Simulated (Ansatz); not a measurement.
Ideal-gas functions of C$_{4}$H$_{2}$Cl$_{2}$Hf, SMILES `C#[C][Hf]([Cl])([Cl])[C]#C` at 298.15 K and 1 bar, from an Ansatz frequency run at PBE0-D4/def2-TZVP.

Molar mass 299.46 g/mol, point group C2v (symmetry number 2), electronic degeneracy 1, moments of inertia 531.328, 539.667, 544.444 u Å². Harmonic wavenumbers (cm⁻¹, unscaled): 58, 66, 69, 81, 94, 170, 203, 205, 229, 384, 396, 439, 440, 736, 736, 740, 741, 2085, 2088, 3449, 3449.

Use S(trans) = R[1.5 ln M + 2.5 ln T − 1.1517]; rotational temperatures θ = 24.2544 K / I; S(rot) = R[ln(√π/σ · √(T³/θAθBθC)) + 1.5]; for each mode x = 1.438777 ν̃/T, S = R[x/(eˣ − 1) − ln(1 − e⁻ˣ)] and H = RT x/(eˣ − 1); 1 cm⁻¹ = 0.0119627 kJ/mol; R = 8.31446 J/(mol·K).

Question: By hand: the entropy, in J/(mol·K).

Answer: Translation 180.0. Rotation: θ = 0.0456, 0.0449, 0.0445 K, giving 121.2. Vibration, mode by mode: 18.93, 17.86, 17.50, 16.18, 14.96, 10.19, 8.81, 8.74, 7.89, 4.28, 4.09, 3.47, 3.46, 1.11, 1.11, 1.10, 1.09, 0.00, 0.00, 0.00, 0.00, in all 140.8. Electronic 0.0. Sum 442.0 J/(mol·K).

Question: By hand: H − E and G − E in kJ/mol, counted from the electronic energy.

Answer: Zero-point energy ½ × 16858 × 0.0119627 = 100.8; thermal vibration 20.3; translation, rotation and pV give 4 RT = 9.9. H − E = 131.0 kJ/mol, and G − E = 131.0 − 298.15 × 442.0/1000 = -0.8 kJ/mol.

Vibration gives 32 % of the entropy, 85.4 J/(mol·K) of it from the modes under 150 cm⁻¹: soft modes count most, and the harmonic formula is weakest for them.
